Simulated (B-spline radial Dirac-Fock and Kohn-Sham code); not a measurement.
**Dipole and non-dipole photoemission parameters of Ti⁺ 3p1/2**

System: Ti⁺ in the configuration [Ar] 3d2 4s1; threshold 52.37 eV (orbital energy of the model). The computed values come from an atomic code on a B-spline grid: Dirac-Hartree-Slater photoionisation with a Latter tail; cross sections with all multipoles, angular parameters from the dipole term and its interference with E2.

For linearly polarised light dσ/dΩ = σ/(4π) [1 + β P₂(cos θ) + (δ + γ cos²θ) sin θ cos φ], with θ from the polarisation vector and φ the angle between the beam and the projection of the electron momentum on the plane normal to the polarisation.

```
hν (eV)   σ (kb)       β       γ       δ
   63.1      274  -0.454  -0.130   0.058
     64      274  -0.492  -0.115   0.057
    102      404   0.813   0.131   0.004
    111      406   0.979   0.111   0.000
    119        ?       ?       ?       ?
    148      357   1.329   0.035  -0.003
    150      354   1.340   0.032  -0.003
    277      165   1.602  -0.016   0.002
    384     92.3   1.628   0.027   0.004
    400     85.3   1.628   0.035   0.005
    693     26.1   1.571   0.191   0.010
    771     20.3   1.550   0.230   0.012
    800     18.6   1.542   0.244   0.013
    979     11.3   1.492   0.323   0.017
   1030     9.91   1.478   0.344   0.018
   1160     7.30   1.444   0.394   0.021
   1460     3.96   1.369   0.493   0.029
 1486.9     3.77   1.363   0.501   0.030
   2000     1.65   1.254   0.635   0.044
   2100     1.43   1.235   0.658   0.047
   2120     1.39   1.231   0.662   0.047
   2460    0.901   1.170   0.731   0.057
   4000    0.202   0.958   0.945   0.102
   4720    0.119   0.884   1.012   0.122
   6120   0.0505   0.769   1.113   0.159
   7560   0.0248   0.679   1.191   0.195
   9030   0.0135   0.606   1.257   0.229
 9251.7   0.0124   0.597   1.266   0.234
  15000  0.00223   0.422   1.442   0.347
```

Q: Give the values at 119 eV.

A: σ = 401 kb, β = 1.089, γ = 0.092, δ = -0.001.
